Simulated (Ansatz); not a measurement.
Input for Ansatz (a program for electronic structure): R-RI-MP2/def2-QZVPPD on GaH6P (a complex). Files ending in .json are basis or fitting sets from the Basis Set Exchange. The run froze 19 orbitals, filled d shells among them.

Ansatz 0.2 input:
```yaml
crystal:
  periodic: [false, false, false]
  atoms:
    - {symbol: Ga, position_ang: [-0.46139918, 0.48939567, 0.71029416]}
    - {symbol: H, position_ang: [-1.53944779, 1.49701782, 1.26561849]}
    - {symbol: H, position_ang: [-0.95067189, -0.79867936, -0.05584908]}
    - {symbol: H, position_ang: [1.00394424, 1.01247660, 0.45527909]}
    - {symbol: P, position_ang: [0.03315098, -0.67018593, 2.95051551]}
    - {symbol: H, position_ang: [0.98565419, -1.70724421, 2.99417304]}
    - {symbol: H, position_ang: [0.52281958, 0.09611153, 4.02640972]}
    - {symbol: H, position_ang: [-1.00975906, -1.32777077, 3.63204773]}
basis:
  gaussian:
    orbitals: def2-QZVPPD.json
    fitting: {mean_field: def2-universal-JKFIT, correlation: def2-QZVPPD-RIFIT.json}
magnetization: {spin_polarized: false}
correlation: {method: mp2, electrons: outside_noble_gas}
scf: {lower_state_search: off}
```

Output:

```
WARN ansatz: RAYON_NUM_THREADS=2 ignored (pool sized by the plan → 2); use --threads N
Functional definition: HF
these checks for a lower state are left out or cut short: stability, starts, cluster_reference, orbital_swaps, neighbouring_geometries, increment
integrals: 0.54 GiB planned
502 factors; integrals over basis functions are off by at most 2.8e0 eV
mean field: 0.87 GiB planned
mean field evaluation 1: about -61700.8573 eV, gradient 1.5e1 eV
mean field evaluation 2: about -61701.9959 eV, gradient 5.6e0 eV
mean field evaluation 4: about -61702.1332 eV, gradient 7.1e-1 eV
mean field -61702.13281430 eV, -2267.5115577178 hartree, gradient 2.3e-6 eV, S^2 0.000000; 0 other end points of the search recorded, 0 dependent functions left out
19 core orbitals not correlated
887 factors; their error is unknown
reference -61702.13281430 eV, -2267.5115577178 hartree; 7, 7 occupied and 343, 343 virtual orbitals, 887 factors
second order -7.84264901 eV of doubles, -0.00000000 eV of singles
Total energy: -61709.97546332 eV, -2267.7997697532 hartree
Checks for a lower state left out: stability, starts, cluster_reference, orbital_swaps, neighbouring_geometries, increment
```

Self-consistency was reached.

Cost: around 4 core-seconds (rough).
